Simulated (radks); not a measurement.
Q: Tc39+, configuration [He] 2s2 (the NIST ground configuration). Method: scalar-relativistic Kohn-Sham, r2SCAN, spin-polarised, spherical densities, finite nucleus; meta-GGA in the generalised Kohn-Sham scheme; Fermi nuclear charge, rms radius 4.4112 fm; computed with a radial shooting solver on a logarithmic mesh with Libxc functionals. Some entries of the table are withheld. Estimate them.

orbital,occ.,eigenvalue (eV),r(max) (bohr)
1s,2,-24326.86,(1)
2s,2,(2),(3)
2p,0,(4),0.09545
3s,0,(5),(6)

A: 
(1) 1s r(max) (bohr): 0.02224
(2) 2s eigenvalue (eV): -5778.832
(3) 2s r(max) (bohr): 0.1210
(4) 2p eigenvalue (eV): -5565.489
(5) 3s eigenvalue (eV): -2433.288
(6) 3s r(max) (bohr): 0.3071
